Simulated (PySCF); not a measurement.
PySCF job for C₂H₄BF₂N, SMILES C(=N\C)/B(F)F, TDDFT-ωB97X/def2-SVPD. Coordinates come from a B3LYP-D3(BJ)/def2-SVP optimisation. The structure was generated by enumeration; whether it is a known compound was not checked. Other conformers were not sampled.

```python
import numpy as np
from pyscf import gto, scf, dft, tdscf

mol = gto.M(
    atom='''
    C    -0.07626578   -2.68830992    0.00000000
    N     0.37111265   -1.31984981   -0.00000000
    C    -0.49333660   -0.38150393    0.00000000
    B    -0.02131928    1.11388563    0.00000000
    F    -0.91637053    2.09007088   -0.00000000
    F     1.24968701    1.45501653    0.00000000
    H     0.34472342   -3.20229103    0.88093799
    H     0.34472341   -3.20229104   -0.88093799
    H    -1.17891708   -2.80770233   -0.00000000
    H    -1.58395589   -0.60509873    0.00000001
    ''',
    basis='def2-SVPD',
    charge=0,
    spin=0,
    symmetry=True,
    max_memory=1600,
    verbose=4,
)
mf = dft.RKS(mol, xc='wb97x').density_fit(auxbasis='def2-universal-jkfit')
mf.grids.level = 3
mf.conv_tol = 1e-9
mf.max_cycle = 100
mf.kernel()
mf.grids = dft.Grids(mol).set(level=1).build(with_non0tab=True)  # coarser grid for the response kernel
td = tdscf.TDDFT(mf)
td.singlet = True
td.nstates = 10
td.conv_tol = 1e-4
td.positive_eig_threshold = 1e-6
td.kernel(x0=td.get_init_guess(mf, 15))
td.analyze()
tt = tdscf.TDA(mf)
tt.singlet = False
tt.nstates = 4
tt.conv_tol = 1e-4
tt.positive_eig_threshold = 1e-6
tt.kernel(x0=tt.get_init_guess(mf, 9))
tt.analyze(verbose=3)
```

Output:

```
PySCF version 2.14.0

[INPUT] verbose = 4
[INPUT] num. atoms = 10
[INPUT] num. electrons = 46
[INPUT] charge = 0
[INPUT] spin (= nelec alpha-beta = 2S) = 0
[INPUT] symmetry True subgroup None
[INPUT] Mole.unit = angstrom
[INPUT] Symbol           X                Y                Z      unit          X                Y                Z       unit  Magmom
[INPUT]  1 C     -0.076265780000  -2.688309920000   0.000000000000 AA   -0.144121436876  -5.080169486751   0.000000000000 Bohr   0.0
[INPUT]  2 N      0.371112650000  -1.319849810000   0.000000000000 AA    0.701301269862  -2.494154666459   0.000000000000 Bohr   0.0
[INPUT]  3 C     -0.493336600000  -0.381503930000   0.000000000000 AA   -0.932271061224  -0.720937943145   0.000000000000 Bohr   0.0
[INPUT]  4 B     -0.021319280000   1.113885630000   0.000000000000 AA   -0.040287600373   2.104938774789   0.000000000000 Bohr   0.0
[INPUT]  5 F     -0.916370530000   2.090070880000   0.000000000000 AA   -1.731689330323   3.949661544129   0.000000000000 Bohr   0.0
[INPUT]  6 F      1.249687010000   1.455016530000   0.000000000000 AA    2.361566190327   2.749582748415   0.000000000000 Bohr   0.0
[INPUT]  7 H      0.344723420000  -3.202291030000   0.880937990000 AA    0.651432852523  -6.051453017851   1.664731533825 Bohr   0.0
[INPUT]  8 H      0.344723410000  -3.202291040000  -0.880937990000 AA    0.651432833626  -6.051453036749  -1.664731533825 Bohr   0.0
[INPUT]  9 H     -1.178917080000  -2.807702330000   0.000000000000 AA   -2.227830404772  -5.305788443003   0.000000000000 Bohr   0.0
[INPUT] 10 H     -1.583955890000  -0.605098730000   0.000000010000 AA   -2.993242825492  -1.143470878022   0.000000018897 Bohr   0.0

nuclear repulsion = 209.841060495994
point group symmetry = Cs
symmetry origin: [ 2.05405010e-09 -2.46486006e-09  4.10810027e-10]
symmetry axis x: [ 1.00000000e+00 -8.55948442e-10 -2.63708230e-10]
symmetry axis y: [-8.55948442e-10 -1.00000000e+00 -1.86115235e-11]
symmetry axis z: [ 2.63708230e-10 -1.86115289e-11  1.00000000e+00]
num. orbitals of irrep A' = 108
num. orbitals of irrep A" = 50
number of shells = 66
number of NR pGTOs = 226
number of NR cGTOs = 158
basis = def2-SVPD
ecp = {}


[settings echo left out]
init E= -358.292597155426
HOMO (A') = -0.285071950818099  LUMO (A") = -0.0854226406294044  gap/eV = 5.43273
cycle= 1 E= -357.580189268475  delta_E= 0.712  |g|= 0.655  |ddm|= 4.08
HOMO (A') = -0.356543358117546  LUMO (A") = -0.00767698882075751  gap/eV = 9.49314
cycle= 2 E= -357.59204512475  delta_E= -0.0119  |g|= 0.699  |ddm|= 1.28
HOMO (A') = -0.379632501236157  LUMO (A") = 0.00263419108922602  gap/eV = 10.40201
cycle= 3 E= -357.66955448498  delta_E= -0.0775  |g|= 0.0523  |ddm|= 0.531
HOMO (A') = -0.370391470323846  LUMO (A") = 0.0122173837548536  gap/eV = 10.41132
cycle= 4 E= -357.670180885371  delta_E= -0.000626  |g|= 0.0303  |ddm|= 0.12
HOMO (A') = -0.375708542696281  LUMO (A") = 0.0110020817900849  gap/eV = 10.52293
cycle= 5 E= -357.670368208388  delta_E= -0.000187  |g|= 0.0115  |ddm|= 0.045
HOMO (A') = -0.374310028682173  LUMO (A") = 0.011140955920676  gap/eV = 10.48866
cycle= 6 E= -357.670400604195  delta_E= -3.24e-05  |g|= 0.00167  |ddm|= 0.0206
HOMO (A') = -0.374396908159777  LUMO (A") = 0.0111243806983989  gap/eV = 10.49057
cycle= 7 E= -357.670401777766  delta_E= -1.17e-06  |g|= 0.000638  |ddm|= 0.00558
HOMO (A') = -0.374425564237187  LUMO (A") = 0.0111526258322767  gap/eV = 10.49212
cycle= 8 E= -357.670401936652  delta_E= -1.59e-07  |g|= 0.000191  |ddm|= 0.0021
HOMO (A') = -0.37446278746377  LUMO (A") = 0.0111332720125445  gap/eV = 10.49260
cycle= 9 E= -357.670401950929  delta_E= -1.43e-08  |g|= 5.18e-05  |ddm|= 0.000651
HOMO (A') = -0.374462662602864  LUMO (A") = 0.0111369042646278  gap/eV = 10.49270
cycle= 10 E= -357.670401951826  delta_E= -8.97e-10  |g|= 2.61e-05  |ddm|= 0.000154
HOMO (A') = -0.374462972241956  LUMO (A") = 0.0111372336838046  gap/eV = 10.49272
Extra cycle  E= -357.670401951876  delta_E= -5.01e-11  |g|= 2.79e-05  |ddm|= 5.21e-05
converged SCF energy = -357.670401951876
tot grids = 41152
Overwritten attributes  positive_eig_threshold  of <class 'pyscf.tdscf.rks.TDDFT'>


******** <class 'pyscf.tdscf.rks.TDDFT'> for <class 'pyscf.df.df_jk.DFSymAdaptedRKS'> ********
nstates = 10 singlet
deg_eia_thresh = 1.000e-03
wfnsym = None
conv_tol = 0.0001
eigh lindep = 1e-12
eigh level_shift = 0
eigh max_cycle = 100


Excitation energies (eV)
[4.03611238 7.07767439 7.21628422 7.88939889 8.8466493  8.92345181
 9.1407006  9.17375628 9.2020526  9.73256663]

** Singlet excitation energies and oscillator strengths **
Excited State   1:   A"      4.03611 eV    307.19 nm  f=0.0016
      23 -> 24       -0.69672
Excited State   2:  ???      7.07767 eV    175.18 nm  f=0.3887
      22 -> 24        0.68464
      23 -> 25        0.12380
Excited State   3:  ???      7.21628 eV    171.81 nm  f=0.0001
      19 -> 24       -0.10778
      21 -> 24       -0.68176
Excited State   4:  ???      7.88940 eV    157.15 nm  f=0.0251
      22 -> 24       -0.13333
      23 -> 25        0.61322
      23 -> 26        0.21816
      23 -> 29        0.18462
Excited State   5:  ???      8.84665 eV    140.15 nm  f=0.0040
      21 -> 28        0.12116
      23 -> 28        0.66422
Excited State   6:  ???      8.92345 eV    138.94 nm  f=0.0295
      21 -> 25       -0.10541
      23 -> 25       -0.19657
      23 -> 26        0.64099
Excited State   7:  ???      9.14070 eV    135.64 nm  f=0.0000
      16 -> 24       -0.10752
      20 -> 24       -0.67050
      20 -> 28       -0.16230
Excited State   8:  ???      9.17376 eV    135.15 nm  f=0.2091
      23 -> 27        0.64499
      23 -> 30       -0.21669
Excited State   9:  ???      9.20205 eV    134.74 nm  f=0.0051
      22 -> 25        0.61559
      22 -> 26        0.24427
      22 -> 27        0.10252
      22 -> 29        0.16523
Excited State  10:  ???      9.73257 eV    127.39 nm  f=0.0019
      19 -> 24       -0.65101
      21 -> 28       -0.16736
      23 -> 28        0.11492

** Transition electric dipole moments (AU) **
state          X           Y           Z        Dip. S.      Osc.
  1        -0.0000      0.0000     -0.1289      0.0166      0.0016
  2        -0.3152      1.4637      0.0000      2.2418      0.3887
  3        -0.0000      0.0000     -0.0249      0.0006      0.0001
  4         0.2901     -0.2132      0.0000      0.1296      0.0251
  5         0.0000      0.0000      0.1364      0.0186      0.0040
  6         0.2972      0.2157      0.0000      0.1349      0.0295
  7        -0.0000      0.0000      0.0005      0.0000      0.0000
  8         0.9531     -0.1483     -0.0000      0.9304      0.2091
  9        -0.0000      0.0000      0.1498      0.0224      0.0051
 10        -0.0000     -0.0000     -0.0898      0.0081      0.0019

** Transition velocity dipole moments (imaginary part, AU) **
state          X           Y           Z        Dip. S.      Osc.
  1         0.0000      0.0000     -0.0273      0.0007      0.0034
  2        -0.0822      0.3774     -0.0000      0.1492      0.3823
  3        -0.0000      0.0000     -0.0062      0.0000      0.0001
  4         0.0841     -0.0581      0.0000      0.0104      0.0240
  5         0.0000      0.0000      0.0457      0.0021      0.0043
  6         0.0991      0.0689      0.0000      0.0146      0.0296
  7        -0.0000      0.0000     -0.0022      0.0000      0.0000
  8         0.3195     -0.0500     -0.0000      0.1046      0.2068
  9        -0.0000      0.0000      0.0628      0.0039      0.0078
 10        -0.0000     -0.0000     -0.0335      0.0011      0.0021

** Transition magnetic dipole moments (imaginary part, AU) **
state          X           Y           Z
  1         0.2911     -1.0764      0.0000
  2        -0.0000      0.0000      0.0733
  3         0.3959      0.3286      0.0000
  4        -0.0000     -0.0000     -0.0494
  5         0.6709     -0.8958      0.0000
  6        -0.0000      0.0000     -0.8051
  7         0.3838      0.4504      0.0000
  8         0.0000     -0.0000     -0.4162
  9        -0.6219     -0.0967      0.0000
 10        -0.3709      0.1690     -0.0000
Overwritten attributes  positive_eig_threshold  of <class 'pyscf.tdscf.rks.TDA'>


******** <class 'pyscf.tdscf.rks.TDA'> for <class 'pyscf.df.df_jk.DFSymAdaptedRKS'> ********
nstates = 4 triplet
deg_eia_thresh = 1.000e-03
wfnsym = None
conv_tol = 0.0001
eigh lindep = 1e-12
eigh level_shift = 0
eigh max_cycle = 100


Excitation energies (eV)
[3.24353924 4.32613357 6.57129429 7.73741898]

** Triplet excitation energies and oscillator strengths **
Excited State   1:   A"      3.24354 eV    382.25 nm  f=0.0000
Excited State   2:   A'      4.32613 eV    286.59 nm  f=0.0000
Excited State   3:   A"      6.57129 eV    188.68 nm  f=0.0000
Excited State   4:   A'      7.73742 eV    160.24 nm  f=0.0000
```

Self-consistency was reached.

Cost: about 9 core-minutes (a rough figure).
